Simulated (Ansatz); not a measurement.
Be₂S₂⁻: single points at one geometry.

```yaml
crystal:
  periodic: [false, false, false]
  atoms:
    - {symbol: Be, position_ang: [-1.411665, -0.656422, -0.460212]}
    - {symbol: Be, position_ang: [1.419047, 0.636255, -0.470470]}
    - {symbol: S, position_ang: [0.441243, -0.958067, 0.489320]}
    - {symbol: S, position_ang: [-0.448625, 0.978233, 0.441362]}
basis:
  gaussian: {orbitals: def2-TZVPD, initial_orbitals: start.molden}
total_charge: -1
magnetization: {spin_polarized: true, initial_magnetization: 1}
hamiltonian: {xc: pbe, dispersion: d4}
scf: {omitted_lower_state_checks: [starts]}
output: {forces: true, orbitals: {seedname: orbitals}}
```

The file start.molden holds the orbitals of an earlier run on this structure, at another level or in another basis.

```sh
$ ansatz run in.yaml --threads 4 --pin off --events-out ev --progress --plain --max-ram 3916MiB
```

Output, abridged:

```
Functional definition: PBE
900 factors; their error is unknown
mean field evaluation 1: about -22463.6548 eV, gradient 7.6e0 eV
mean field evaluation 2: about -22463.7272 eV, gradient 1.3e-1 eV
mean field evaluation 4: about -22463.7175 eV, gradient 2.6e-3 eV
mean field -22463.71749866 eV, -825.5263916210 hartree, gradient 2.1e-5 eV, S^2 0.807258; 0 other end points of the search recorded, 0 dependent functions left out
reference -22463.71753656 eV, -825.5263930139 hartree; 21, 20 occupied and 115, 116 virtual orbitals, 900 factors
Total energy: -22463.85653353 eV, -825.5315010585 hartree
Atom 0 at    -1.411665    -0.656422    -0.460212 Å, force    -0.092212    -0.045651    -0.029336 eV/Å
Atom 1 at     1.419047     0.636255    -0.470470 Å, force     0.085972     0.044134    -0.026454 eV/Å
Atom 2 at     0.441243    -0.958067     0.489320 Å, force     0.151888    -0.336183     0.037292 eV/Å
Atom 3 at    -0.448625     0.978233     0.441362 Å, force    -0.145648     0.337700     0.018498 eV/Å
Dipole moment:    -0.008389     0.014099     0.718774 e Å
Checks for a lower state left out: starts
```

Hardware: 4 threads of Arm Neoverse V2 on a shared host. Wall time 1.4 s.

The first input with `hamiltonian: {xc: r2scan, dispersion: d4}`, `output: {orbitals: {seedname: orbitals}}` (abridged; 3.4 s):

```
Functional definition: r2SCAN
mean field -22472.55745872 eV, -825.8512541616 hartree, gradient 3.0e-5 eV, S^2 0.945108
Total energy: -22472.58475088 eV, -825.8522571298 hartree
Checks for a lower state left out: starts
```

As the first input, with `gaussian: {orbitals: "def2-TZVPPD.json", initial_orbitals: start.molden}`, `correlation: {method: ccsd_t}`, `scf: {omitted_lower_state_checks: [starts, cluster_reference]}`, `output: {orbitals: {seedname: orbitals}}` and without the key `hamiltonian` (abridged; 32 s):

```
Functional definition: HF
mean field -22431.85368809 eV, -824.3554181810 hartree, gradient 2.7e-6 eV, S^2 1.268444
10 core orbitals not correlated: weight in the atoms' cores, before any rotation towards them, 1.000 or more for the frozen orbitals, at most 0.000 for the correlated occupied ones
second order -12.99123225 eV of doubles, -0.00000000 eV of singles
cycle   1  -13.47175014 eV  change   -4.8e-1 eV  update   1.3e-1
cycle   2  -13.92905151 eV  change   -4.6e-1 eV  update   5.8e-2
cycle   3  -14.07690275 eV  change   -1.5e-1 eV  update   5.2e-2
cycle   4  -14.11551287 eV  change   -3.9e-2 eV  update   3.9e-2
cycle   5  -14.17558799 eV  change   -6.0e-2 eV  update   3.0e-2
cycle   6  -14.23295986 eV  change   -5.7e-2 eV  update   1.8e-2
cycle   7  -14.25213888 eV  change   -1.9e-2 eV  update   9.9e-3
cycle   8  -14.26267623 eV  change   -1.1e-2 eV  update   5.7e-3
cycle   9  -14.26161273 eV  change    1.1e-3 eV  update   3.1e-3
cycle  10  -14.26213324 eV  change   -5.2e-4 eV  update   2.0e-3
cycle  11  -14.26387137 eV  change   -1.7e-3 eV  update   1.3e-3
cycle  12  -14.26373502 eV  change    1.4e-4 eV  update   8.8e-4
cycle  13  -14.26425188 eV  change   -5.2e-4 eV  update   6.0e-4
cycle  14  -14.26435564 eV  change   -1.0e-4 eV  update   4.4e-4
cycle  15  -14.26394746 eV  change    4.1e-4 eV  update   2.9e-4
cycle  16  -14.26384061 eV  change    1.1e-4 eV  update   1.7e-4
cycle  17  -14.26360488 eV  change    2.4e-4 eV  update   8.9e-5
cycle  18  -14.26362947 eV  change   -2.5e-5 eV  update   4.0e-5
cycle  19  -14.26363295 eV  change   -3.5e-6 eV  update   2.2e-5
cycle  20  -14.26364655 eV  change   -1.4e-5 eV  update   1.3e-5
perturbative correction -0.88141148 eV, -0.0323912743 hartree
Total energy: -22446.99874612 eV, -824.9119887976 hartree
Checks for a lower state left out: starts, cluster_reference
```

The first input with `hamiltonian: {xc: {name: r2SCAN0}, dispersion: d4}`, `output: {orbitals: {seedname: orbitals}}` (abridged; 7 s):

```
Functional definition: r2SCAN0
mean field -22472.18388831 eV, -825.8375257019 hartree, gradient 2.5e-5 eV, S^2 0.942984
Total energy: -22472.21811580 eV, -825.8387835392 hartree
Checks for a lower state left out: starts
```

The first input with `hamiltonian: {xc: pbe0, dispersion: d4}`, `output: {orbitals: {seedname: orbitals}}` (abridged; 1.1 s):

```
Functional definition: PBE0
mean field -22465.50380201 eV, -825.5920370586 hartree, gradient 1.8e-5 eV, S^2 0.834000
Total energy: -22465.61930816 eV, -825.5962818313 hartree
Checks for a lower state left out: starts
```

The first input with `hamiltonian: {xc: {name: B97M-V}}`, `output: {orbitals: {seedname: orbitals}}` (abridged; 4.4 s):

```
Functional definition: B97M-V
mean field -22470.05712926 eV, -825.7593687487 hartree, gradient 2.2e-5 eV, S^2 0.775679
Total energy: -22470.05718363 eV, -825.7593707465 hartree
Checks for a lower state left out: starts
```

Geometry: PBE0-D4/def2-TZVPD.

Correlated methods freeze 10 core orbitals. At PBE-D4/def2-TZVPD, r2SCAN-D4/def2-TZVPD, r2SCAN0-D4/def2-TZVPD, PBE0-D4/def2-TZVPD and others the highest occupied level of the charge -1 doublet lies above zero (up to 0.54 eV). The electron is either unbound and held by the finite basis, or the level is raised by self-interaction error. At r2SCAN-D4/def2-TZVPD, CCSD(T)/def2-TZVPPD, r2SCAN0-D4/def2-TZVPD the charge -1 doublet is spin-contaminated (final ⟨S²⟩ up to 1.27, 0.75 for a pure state). At CCSD(T)/def2-TZVPPD T1 of the charge -1 doublet is large (up to 0.084), so the single-reference result is doubtful. Another isomer (doublet) lies 4.38 eV lower at PBE0-D4/def2-TZVPD; other spin states weren't run for this one.
